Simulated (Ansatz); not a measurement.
Relaxation of CH$_{7}$BrOSi (11 atoms, charge 0, multiplicity 1), to a largest force component of 0.03 eV/Å in at most 50 steps.

Method: RKS LDA/def2-SVP (Ansatz 0.2.0).

```xyz
11
Properties=species:S:1:pos:R:3
Si -0.765 0.614 -0.887
Br 2.771 0.708 -1.613
H -0.517 -0.486 -1.887
H -2.241 0.665 -0.571
H -0.266 1.939 -1.369
H 2.141 0.574 -0.277
O 0.075 0.308 0.593
C -0.236 -0.835 1.332
H -0.022 -1.784 0.780
H 0.373 -0.845 2.262
H -1.312 -0.859 1.638
```

Where does it end, and by what steps?

It converged. After 13 steps the energy has fallen by 0.271 eV; Br2 moved furthest, 0.92 Å.

```tsv
step	energy less start (eV)	largest force component (eV/Å)	accepted
0	0.0000	1.188	yes
1	-0.1159	0.555	yes
2	-0.1937	0.194	yes
3	-0.2380	0.276	yes
4	-0.2507	0.169	yes
5	-0.2572	0.104	yes
6	-0.2633	0.131	yes
7	-0.2656	0.120	yes
8	-0.2637	0.323	no
9	-0.2698	0.058	yes
10	-0.2699	0.137	yes
11	-0.2690	0.150	no
12	-0.2710	0.038	yes
13	-0.2711	0.004	yes
```

```xyz
11
Properties=species:S:1:pos:R:3
Si -0.867 0.701 -0.914
Br 2.731 0.068 -0.952
H -0.697 -0.444 -1.875
H -2.294 0.764 -0.440
H -0.410 2.004 -1.488
H 1.531 0.438 -0.118
O 0.105 0.456 0.460
C -0.007 -0.752 1.178
H 0.516 -1.579 0.642
H 0.468 -0.622 2.174
H -1.074 -1.034 1.333
```

Whether the end is a true minimum wasn't checked by a vibrational analysis.

Run time: 26 s on 2 threads of Arm Neoverse V1, on a shared host, peak memory 0.17 GiB.
